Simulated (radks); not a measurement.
Results of a calculation; reference values are marked as such.
Q: All-electron atom: the gadolinium ion Gd2+ in [Xe] 4f7 5d1 (the NIST ground configuration). Level of theory: Dirac Kohn-Sham, PBEsol, spin-unpolarised, spherical densities, point nucleus; open shells are shared between the two j in proportion to 2j + 1 (a radial shooting solver on a logarithmic mesh with Libxc functionals). Some entries of the table are withheld. Estimate them.

orbital  occ.  eigenvalue (Ry)  <1/r> (bohr^-1)  <r^2> (bohr^2)
1s1/2       2        -3678.246            71.65       0.0006551
2s1/2       2        -607.8867            17.09         0.01022
2p1/2       2        -577.2914            17.07        0.007420
2p3/2       4        -526.1772            15.08        0.008654
3s1/2       2        -135.5321            6.229         0.06820
3p1/2       2        -122.2758            6.144             (1)
3p3/2       4        -111.7924            5.641             (2)
3d3/2       4        -88.89564            5.520         0.05636
3d5/2       6        -86.61098            5.395         0.05834
4s1/2       2        -28.08961            2.605          0.3453
4p1/2       2        -22.93095              (3)             (4)
4p3/2       4        -20.59278              (5)             (6)
4d3/2       4        -12.09406            2.110          0.4609
4d5/2       6        -11.67133            2.068          0.4762
5s1/2       2         -4.66365            1.002           1.994
5p1/2       2         -3.24015           0.8864           2.511
5p3/2       4         -2.91644           0.8263           2.830
4f5/2       3         -1.68270            1.535             (7)
4f7/2       4         -1.62698            1.516             (8)
5d3/2     0.4              (9)           0.5531           6.323
5d5/2     0.6             (10)           0.5410           6.583

A: 
(1) 3p1/2 <r^2> (bohr^2): 0.06353
(2) 3p3/2 <r^2> (bohr^2): 0.07061
(3) 4p1/2 <1/r> (bohr^-1): 2.499
(4) 4p1/2 <r^2> (bohr^2): 0.3632
(5) 4p3/2 <1/r> (bohr^-1): 2.328
(6) 4p3/2 <r^2> (bohr^2): 0.4020
(7) 4f5/2 <r^2> (bohr^2): 0.9537
(8) 4f7/2 <r^2> (bohr^2): 0.9833
(9) 5d3/2 eigenvalue (Ry): -1.12821
(10) 5d5/2 eigenvalue (Ry): -1.10135
